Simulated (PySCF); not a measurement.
# The second ionisation energy along the 5p block

All values are computed (PySCF 2.14, energy differences of UHF-based or UKS calculations, no spin-orbit coupling). Values in eV. The last column holds reference values (NIST; (s) semi-empirical, (t) theoretical, else measured). Unmarked ones compare directly (S terms, centres of terms, or small fine structure); those marked * lie between the lowest fine-structure levels and include a spin-orbit shift.

| element | configurations | UHF | LDA | PBE | SCS-MP2 (valence) | CCSD (valence) | CCSD(T) (valence) | reference |
| --- | --- | --- | --- | --- | --- | --- | --- | --- |
| In (aug-cc-pVQZ-PP with ECP28MDF, ECP) | [Kr] 4d10 5s2 → [Kr] 4d10 5s1 | 17.009 | 19.494 | 19.049 | 17.807 | 17.913 | 17.913 | 18.870 |
| Sn (aug-cc-pVQZ-PP with ECP28MDF, ECP) | [Kr] 4d10 5s2 5p1 → [Kr] 4d10 5s2 | 13.755 | 14.404 | 14.222 | 13.981 | 14.044 | 14.064 | 14.282 |
| Sb (aug-cc-pVQZ-PP with ECP28MDF, ECP) | [Kr] 4d10 5s2 5p2 → [Kr] 4d10 5s2 5p1 | 16.005 | 16.656 | 16.467 | 16.297 | 16.386 | 16.412 | 16.626 ± 0.025 * |
| Te (aug-cc-pVQZ-PP with ECP28MDF, ECP) | [Kr] 4d10 5s2 5p3 → [Kr] 4d10 5s2 5p2 | 18.356 | 18.935 | 18.754 | 18.698 | 18.802 | 18.835 | 18.6 ± 0.4 * |
| I (aug-cc-pVQZ-PP with ECP28MDF, ECP) | [Kr] 4d10 5s2 5p4 → [Kr] 4d10 5s2 5p3 | 17.663 | 19.024 | 18.709 | 18.489 | 18.540 | 18.573 | 18.750 |
| Xe (aug-cc-pVQZ-PP with ECP28MDF, ECP) | [Kr] 4d10 5s2 5p5 → [Kr] 4d10 5s2 5p4 | 20.068 | 21.369 | 21.052 | 20.952 | 20.971 | 21.011 | 20.975 (s) * |

```csv
method,elements,mean error (eV),mean absolute error (eV),largest error (eV)
UHF,3,-1.158,1.158,-1.861
LDA,3,0.340,0.340,0.623
PBE,3,0.026,0.093,0.178
SCS-MP2 (valence),3,-0.542,0.542,-1.064
CCSD (valence),3,-0.468,0.468,-0.957
CCSD(T) (valence),3,-0.450,0.450,-0.957
```

Errors include the incompleteness of the basis and the frozen core.

"Valence" correlates the outer s and p shells and, in groups 3 to 12 and the f block, the outer d or f shell, open or full, or the next shell where the ion has no valence electron left; the wider scheme adds the next inner shell.
